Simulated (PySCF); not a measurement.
## Palladium: a sound run and one with changed settings

Sound run: Pd⁺ [Kr] 4d9, Pd²⁺ [Kr] 4d8. Calculation: PySCF 2.14, in aug-cc-pVDZ-PP with ECP28MDF (5s5p4d2f, 54 functions); a scalar-relativistic core potential. In the sound run the correlated levels freeze 4s2 4p6 outside the core potential. The sound run starts from symmetry-adapted Hartree-Fock orbitals and uses a fine grid where one is needed.

Changed run: all electrons correlated in a basis built for the valence shell.

```json
{"species": "Pd⁺", "method": "MP2", "sound run (hartree)": "-126.60732", "changed run (hartree)": "-126.78893", "converged": "yes"}
{"species": "Pd²⁺", "method": "MP2", "sound run (hartree)": "-125.90303", "changed run (hartree)": "-126.08148", "converged": "yes"}
```

Ionisation energy of Pd⁺:

```
 method  sound run (eV)  changed run (eV)
    UHF          17.375            17.375
    MP2          19.165            19.251
SCS-MP2          19.034            19.028
```

A valence basis has no tight correlating functions, so it recovers only part of the core correlation, and not evenly between atom and ion.

For comparison, NIST gives 19.43 ± 0.12 eV between the lowest levels.
